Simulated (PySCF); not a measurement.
Choosing a molecule for a target property.

Species are written as SMILES; each is one conformer at its optimised geometry, gas phase, non-relativistic unless stated; the electronic structure was computed with PySCF and density fitting.

Dipoles, sizes and rotational constants follow the conformer. The torsions of the flexible species, by atom-mapped SMILES:
- `[N:1]#[C:2]/[C:3]([CH2:4][F:5])=[N:6]\[SiH3:7]`: C2–C3–C4–F5 -24°
- `[F:1][SiH2:2][c:3]1[cH:4][nH:5][cH:6][n:7]1`: F1–Si2–C3–C4 0°
- `[SiH3:1][SiH2:2][c:3]1[cH:4][cH:5][cH:6][cH:7][n:8]1`: Si1–Si2–C3–C4 113°
- `[OH:1][CH2:2]/[CH:3]=[CH:4]\[C:5]([F:6])([F:7])[F:8]`: O1–C2–C3–C4 -104°, C3–C4–C5–F6 55°, H–O1–C2–C3 70°
- `[CH3:1][CH2:2]/[C:3]([Cl:4])=[CH:5]\[C:6](=[O:7])[Cl:8]`: C1–C2–C3–Cl4 -86°, C3–C5–C6–O7 -4°
- `[CH3:1][CH2:2]/[C:3](=[CH:4]/[Cl:5])[C:6](=[O:7])[Cl:8]`: C1–C2–C3–C4 -1°, C2–C3–C6–O7 178°
- `[CH3:1][C:2](=[O:3])[c:4]1[cH:5][p:6][cH:7][cH:8][p:9]1`: C1–C2–C4–C5 -1°

Question: Wanted: HOMO–LUMO gap above 9.5 eV (CAM-B3LYP/def2-SVPD) and smallest rotational constant above 0.9 GHz (GFN2-xTB), at GFN2-xTB geometries. Which candidate meets both?
A. `F[SiH2]c1c[nH]cn1`
B. `N#C/C(CF)=N\[SiH3]`
C. `[SiH3][SiH2]c1ccccn1`
D. `OC/C=C\C(F)(F)F`

Answer: D. Computed values:
| species | HOMO–LUMO gap | smallest rotational constant |
| --- | --- | --- |
| N#C/C(CF)=N\[SiH3] | 8.20 eV | 0.992 GHz |
| [SiH3][SiH2]c1ccccn1 | 8.60 eV | 0.709 GHz |
| F[SiH2]c1c[nH]cn1 | 9.36 eV | 1.142 GHz |
| OC/C=C\C(F)(F)F | 9.73 eV | 1.217 GHz |

Question: Wanted: static isotropic polarisability below 72 au (CAM-B3LYP/def2-SVPD) and dipole moment below 2.5 D (CAM-B3LYP/def2-SVPD), at GFN2-xTB geometries. Which candidate meets both?
A. `C#Cc1pcpcp1`
B. `OC/C=C\C(F)(F)F`
C. `F[SiH2]C1=CNC=N1`
D. `N#C/C(CF)=N\[SiH3]`
E. `CC/C(Cl)=C\C(=O)Cl`
F. `[SiH3][SiH2]c1ccccn1`

Answer: B. Computed values:
```
             species  static isotropic polarisability  dipole moment
     OC/C=C\C(F)(F)F                          56.2 au         1.72 D
    F[SiH2]C1=CNC=N1                          70.4 au         4.01 D
  N#C/C(CF)=N\[SiH3]                          74.5 au         3.21 D
  CC/C(Cl)=C\C(=O)Cl                          95.7 au         2.56 D
[SiH3][SiH2]c1ccccn1                         119.5 au         2.40 D
         C#Cc1pcpcp1                         136.9 au         0.37 D
```

Question: Wanted: lowest singlet excitation below 3.7 eV (TDDFT CAM-B3LYP/def2-SVPD) and electronic spatial extent ⟨r²⟩ about the centre of nuclear charge below 1530 bohr² (CAM-B3LYP/def2-SVPD), at GFN2-xTB geometries. Which candidate meets both?
A. `CC/C(=C/Cl)C(=O)Cl`
B. `CC(=O)c1cpccp1`
C. `c1nc([SiH2]F)c[nH]1`
D. `N#C/C(CF)=N\[SiH3]`
E. `CC/C(Cl)=C\C(=O)Cl`
F. `[SiH3][SiH2]c1ccccn1`
G. `C#CC1=PC=PC=P1`

Answer: G. Computed values:
| species | lowest singlet excitation | electronic spatial extent ⟨r²⟩ about the centre of nuclear charge |
| --- | --- | --- |
| CC(=O)c1cpccp1 | 3.41 eV | 1627 bohr² |
| C#CC1=PC=PC=P1 | 3.57 eV | 1496 bohr² |
| N#C/C(CF)=N\[SiH3] | 3.81 eV | 1099 bohr² |
| CC/C(=C/Cl)C(=O)Cl | 4.16 eV | 1569 bohr² |
| CC/C(Cl)=C\C(=O)Cl | 4.48 eV | 1715 bohr² |
| [SiH3][SiH2]c1ccccn1 | 4.70 eV | 1684 bohr² |
| c1nc([SiH2]F)c[nH]1 | 6.41 eV | 960 bohr² |

Question: Wanted: HOMO energy above -8.5 eV (CAM-B3LYP/def2-SVPD) and lowest triplet excitation (Tamm–Dancoff) below 3.6 eV (TDA CAM-B3LYP/def2-SVPD), at GFN2-xTB geometries. Which candidate meets both?
A. `[SiH3][SiH2]c1ccccn1`
B. `OC/C=C\C(F)(F)F`
C. `C#CC1=PC=PC=P1`
D. `N#C/C(CF)=N\[SiH3]`
E. `c1[nH]cnc1[SiH2]F`

Answer: C. Computed values:
```csv
species,HOMO energy,lowest triplet excitation (Tamm–Dancoff)
OC/C=C\C(F)(F)F,-9.81 eV,4.24 eV
N#C/C(CF)=N\[SiH3],-9.62 eV,3.22 eV
[SiH3][SiH2]c1ccccn1,-8.65 eV,4.04 eV
c1[nH]cnc1[SiH2]F,-8.32 eV,4.56 eV
C#CC1=PC=PC=P1,-8.12 eV,2.32 eV
```
